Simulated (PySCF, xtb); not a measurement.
B(F)2(NHMe) (CH4BF2N), SMILES B(NC)(F)F.

GFN2-xTB (xtb) at its own geometry gives an orbital gap of 6.77 eV and a dipole moment of 3.63 D.

The structure is a stationary point at B3LYP-D3(BJ)/def2-SVP. The values are those of a single conformer.

Q: What does HF/def2-TZVP (PySCF) give? (The exact figures need the calculation; the answer reports its results.)

A: gap 14.46 eV (levels -11.30 and 3.16 eV), dipole 2.82 D.
